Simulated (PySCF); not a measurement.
Electronic structure of Kr³⁺ (krypton, charge +3) at the UHF level

Configuration: [Ar] 3d10 4s2 4p3, high-spin 4S determinant. All numbers are calculated (PySCF 2.14, the spin-free X2C one-electron Hamiltonian (Gaussian nucleus), in jorge-DZP-DKH).

- Total energy: -2785.414276 hartree
- One-electron energy: -3824.8853 hartree
- Hartree (Coulomb) energy: 1133.9962 hartree
- Exchange energy: -94.5252 hartree
- ⟨S²⟩: 3.7503
- ⟨L²⟩: 0.000
- Sum of ⟨r⟩: 19.19 bohr
- Sum of ⟨r²⟩: 21.31 bohr²
- Langevin diamagnetic susceptibility: -16.9 ×10⁻⁶ cm³/mol
- Time after the integrals: 0.07 s of wall time on 1 thread of INTEL(R) XEON(R) PLATINUM 8581C CPU @ 2.30GHz (shared host)

```json
{"shell": "1s α", "electrons": "1", "mean orbital energy (eV)": "-14445.4", "rms radius, mean of both spins (bohr)": "0.0477"}
{"shell": "1s β", "electrons": "1", "mean orbital energy (eV)": "-14444.8", "rms radius, mean of both spins (bohr)": "0.0477"}
{"shell": "2s α", "electrons": "1", "mean orbital energy (eV)": "-2000.8", "rms radius, mean of both spins (bohr)": "0.198"}
{"shell": "2s β", "electrons": "1", "mean orbital energy (eV)": "-2000.5", "rms radius, mean of both spins (bohr)": "0.198"}
{"shell": "2p α", "electrons": "3", "mean orbital energy (eV)": "-1769.2", "rms radius, mean of both spins (bohr)": "0.177"}
{"shell": "2p β", "electrons": "3", "mean orbital energy (eV)": "-1768.5", "rms radius, mean of both spins (bohr)": "0.177"}
{"shell": "3s α", "electrons": "1", "mean orbital energy (eV)": "-345.78", "rms radius, mean of both spins (bohr)": "0.565"}
{"shell": "3s β", "electrons": "1", "mean orbital energy (eV)": "-344.71", "rms radius, mean of both spins (bohr)": "0.565"}
{"shell": "3p α", "electrons": "3", "mean orbital energy (eV)": "-269.29", "rms radius, mean of both spins (bohr)": "0.581"}
{"shell": "3p β", "electrons": "3", "mean orbital energy (eV)": "-267.85", "rms radius, mean of both spins (bohr)": "0.581"}
{"shell": "3d α", "electrons": "5", "mean orbital energy (eV)": "-142.15", "rms radius, mean of both spins (bohr)": "0.608"}
{"shell": "3d β", "electrons": "5", "mean orbital energy (eV)": "-141.41", "rms radius, mean of both spins (bohr)": "0.608"}
{"shell": "4s α", "electrons": "1", "mean orbital energy (eV)": "-71.405", "rms radius, mean of both spins (bohr)": "1.58"}
{"shell": "4s β", "electrons": "1", "mean orbital energy (eV)": "-60.783", "rms radius, mean of both spins (bohr)": "1.58"}
{"shell": "4p α", "electrons": "3", "mean orbital energy (eV)": "-50.988", "rms radius, mean of both spins (bohr)": "1.80"}
```

Densities and radii are taken from the X2C orbitals without a picture-change correction, which distorts them close to the nucleus.
